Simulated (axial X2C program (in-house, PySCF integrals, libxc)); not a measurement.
## Bond lengths and stretching modes, held linear, of SeCN⁻

Calculated with an in-house all-electron X2C program for linear molecules (integrals from PySCF): two-component X2C with atomic mean-field Coulomb and Gaunt terms, Gaussian nuclei, basis Se dyall-v3z, C dyall-v3z, N dyall-av3z with contracted cores. Spin-free rows use the one-electron spin-free X2C Hamiltonian.

Masses Se 79.917, C 12.000, N 14.003 u. States: 2c Ω = 0 (all partner blocks equally filled); spin-free M_S = 0, Λ = 0 (closed shell).

HF, spin-free: energies above the lowest point

```json
{"r(Se–C) (Å)": "1.7609", "r(C–N) (Å)": "1.1398", "E (meV)": "76.33"}
{"r(Se–C) (Å)": "1.7609", "r(C–N) (Å)": "1.1690", "E (meV)": "123.23"}
{"r(Se–C) (Å)": "1.7609", "r(C–N) (Å)": "1.1982", "E (meV)": "264.90"}
{"r(Se–C) (Å)": "1.8060", "r(C–N) (Å)": "1.1398", "E (meV)": "11.56"}
{"r(Se–C) (Å)": "1.8060", "r(C–N) (Å)": "1.1690", "E (meV)": "63.37"}
{"r(Se–C) (Å)": "1.8060", "r(C–N) (Å)": "1.1982", "E (meV)": "210.11"}
{"r(Se–C) (Å)": "1.8060", "r(C–N) (Å)": "1.2275", "E (meV)": "435.84"}
{"r(Se–C) (Å)": "1.8511", "r(C–N) (Å)": "1.1398", "E (meV)": "0.00"}
{"r(Se–C) (Å)": "1.8511", "r(C–N) (Å)": "1.1690", "E (meV)": "55.91"}
{"r(Se–C) (Å)": "1.8511", "r(C–N) (Å)": "1.1982", "E (meV)": "206.92"}
{"r(Se–C) (Å)": "1.8963", "r(C–N) (Å)": "1.1690", "E (meV)": "89.92"}
{"r(Se–C) (Å)": "1.8963", "r(C–N) (Å)": "1.2275", "E (meV)": "478.27"}
```

Q: Fit a quadratic surface with cubic terms in each bond: where is the minimum, and what are the two stretching wavenumbers?

A: At HF, spin-free: bonds 1.840 and 1.139 Å; harmonic stretches 538.9 and 2370.8 cm⁻¹; force constants 3.45, 20.9 and coupling 0.52 mdyn/Å.

The other levels and Hamiltonians give:

| Hamiltonian | level | r(Se–C) (Å) | r(C–N) (Å) | lower stretch (cm⁻¹) | upper stretch (cm⁻¹) |
| --- | --- | --- | --- | --- | --- |
| 2c | PBE0 | 1.810 | 1.167 | 564.0 | 2172.5 |
| 2c | HF | 1.841 | 1.139 | 537.0 | 2370.3 |
| 2c | TPSSh | 1.815 | 1.174 | 552.4 | 2118.2 |
| 2c | MP2 | 1.812 | 1.189 | 567.2 | 1997.4 |
| spin-free | PBE0 | 1.809 | 1.167 | 565.4 | 2172.9 |
| spin-free | TPSSh | 1.814 | 1.174 | 553.7 | 2118.6 |
| spin-free | MP2 | 1.811 | 1.189 | 568.4 | 1997.8 |

Each state is one determinant, the lowest of a limited PBE0 search; the stretches come from a fit to these few points and carry an uncertainty of a few per cent. Other orders of the atoms were not compared. MP2 freezes inner shells (threshold -2 hartree). For an anion the highest level of a functional can be positive, and the basis then holds the extra electron. The molecule was held linear; bending was not examined, so a bent shape may lie lower.
